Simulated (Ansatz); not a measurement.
Consider the atomization: `C=[C](F)[InH][CH3]` → 3 C• + F• + 6 H• + In•.

Program: Ansatz. Geometries: PBE0-D4/def2-TZVP. ΔE: electronic, gas phase. CCSD(T)/CBS adds triple-zeta CCSD(T) − MP2 to the extrapolated MP2 energy (def2 sets, frozen cores). This one scheme is used for every species, atoms too. Functionals use def2-TZVPP. B3LYP here is the variant with VWN-RPA as its local correlation; programs differ in this. HSE06 is defined as in plane-wave codes. Open shells (•) are unrestricted, without spin–orbit coupling. Spin–orbit coupling would lower the free atoms: a little for C, F; strongly for In. def2 core potentials past Kr. Bonds to In are less sure, by a few kJ/mol each and by 10 to 20 or more in all where they break to atoms, as the def2 sets lack core-valence functions. Each species was taken in one conformer, which may not be the lowest.

`C=[C](F)[InH][CH3]`:

```xyz
11

C    -2.046   -1.170   -1.014
C    -1.270   -0.566   -0.123
F    -1.766   -0.394    1.131
In    0.726    0.179   -0.485
C     1.797    1.099    1.128
H    -1.682   -1.322   -2.022
H    -3.044   -1.522   -0.766
H     1.307   -0.051   -2.094
H     1.108    1.417    1.911
H     2.496    0.376    1.556
H     2.373    1.956    0.777
```

```
             level  ΔE (kcal/mol)  difference from CCSD(T)/CBS
       LDA (SPW92)         1074.0                        140.8
         revPBE-D4          927.5                         -5.7
         r2SCAN-D4          935.2                          2.0
           PBE0-D4          935.3                          2.1
          B3LYP-D4          929.0                         -4.2
        r2SCANh-D4          928.8                         -4.4
        r2SCAN0-D4          919.9                        -13.3
          HSE06-D4          935.9                          2.7
          BHLYP-D4          901.3                        -31.9
      CAM-B3LYP-D4          935.7                          2.5
           ωB97X-V          935.1                          1.9
           ωB97M-V          935.5                          2.3
            B2PLYP          920.8                        -12.4
          PBE-QIDH          927.7                         -5.5
               PBE          948.6                         15.4
            revPBE          914.1                        -19.1
              BLYP          918.1                        -15.1
            r2SCAN          934.0                          0.8
              PBE0          931.4                         -1.8
             B3LYP          921.5                        -11.7
           r2SCANh          927.6                         -5.6
           r2SCAN0          918.5                        -14.7
             HSE06          932.2                         -1.0
             BHLYP          895.1                        -38.1
         CAM-B3LYP          931.7                         -1.5
       HF/def2-SVP          681.8                       -251.4
      MP2/def2-SVP          897.3                        -35.9
     CCSD/def2-SVP          876.0                        -57.2
  CCSD(T)/def2-SVP          886.4                        -46.8
     HF/def2-TZVPP          676.1                       -257.1
    MP2/def2-TZVPP          923.8                         -9.4
SCS-MP2/def2-TZVPP          916.5                        -16.7
   CCSD/def2-TZVPP          896.6                        -36.6
CCSD(T)/def2-TZVPP          911.8                        -21.4
     HF/def2-QZVPP          677.3                       -255.9
    MP2/def2-QZVPP          936.4                          3.2
SCS-MP2/def2-QZVPP          930.9                         -2.3
      HF/CBS(def2)          677.5                       -255.7
     MP2/CBS(def2)          945.1                         11.9
    CCSD/CBS(def2)          917.9                        -15.3
       CCSD(T)/CBS          933.2                            0
```

Largest T1 diagnostic among the species: 0.015.

Leaving LDA and LC-ωPBE aside and taking each functional with its dispersion term where it has one, the values, not all of them listed here, spread over 52.0 kcal/mol, from BHLYP-D4 to PBE-D4. LDA lies +125.4 kcal/mol from PBE without D4, its usual overbinding. From r2SCAN to r2SCAN0 (25 % exact exchange), in def2-TZVPP and without D4, ΔE moves by −15.5 kcal/mol: exact exchange takes away binding that semilocal exchange gives to molecules.

For atomizations the MP2-based limit and the directly extrapolated one differ by several kJ/mol either way, and by 10 to 25 for some Ge, Se and Sn compounds, so smaller differences from it don't rank the levels.
